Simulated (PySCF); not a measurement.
Gas-phase reaction: InHCl2 + InH + 2 H ⇌ 2 InH2Cl. Level: ωB97X-V/def2-TZVP†; standard pressure 1 bar.

Computed with PySCF and rigid-rotor harmonic-oscillator thermochemistry at 1 bar. † marks an energy on the PBE0/def2-TZVP geometry and frequencies. Open shells (unrestricted): H (multiplicity 2); the rest are closed-shell singlets. In: scalar-relativistic def2 core potential, no spin-orbit coupling. InHCl2, InH, InH2Cl: computed as isolated molecules; such fragments, hydroxides, amides, oligomers or adducts are transient or little studied in the gas. The harmonic model lacks anharmonicity and excited electronic states, which grow with temperature; levels with a mode under 35 cm⁻¹ are left out. Soft modes under 120 cm⁻¹ make the harmonic entropy rough for InHCl2.

| T (K) | 1000/T (1/K) | log10 K |
|---|---|---|
| 800 | 1.2500 | 19.86 |
| 1000 | 1.0000 | 13.62 |
| 1200 | 0.8333 | 9.46 |
| 1400 | 0.7143 | ? |
| 1600 | 0.6250 | 4.24 |
| 1800 | 0.5556 | 2.50 |

Task: Fit log10 K = a + b·(1000/T) to the five rows, get the mean ΔH° and ΔS°, and predict log10 K at 1400 K.

Result: Means: 1000/T = 0.8528, log10 K = 9.936. Sums of products about the means: Sxy = 8.00091, Sxx = 0.320037, so b = Sxy/Sxx = 25.00 and a = 9.936 − (25.00)×0.8528 = -11.38.
ΔH° = −R ln 10 × 1000 K × b = −19.145 × (25.00) = -479 kJ; ΔS° = R ln 10 × a = -218 J/K. The run's own values go from -477 kJ and -216 J/K at 800 K to -480 kJ and -219 J/K at 1800 K.
Prediction at 1400 K: -11.38 + (25.00)×0.7143 = 6.48. The computed value is 6.48, 0.00 from the line.
For scale, ΔH°(298 K) is -468 kJ at this level, -464 kJ at ωB97M-V/def2-TZVP†, and runs from -508 to -350 kJ over the 18 levels computed.
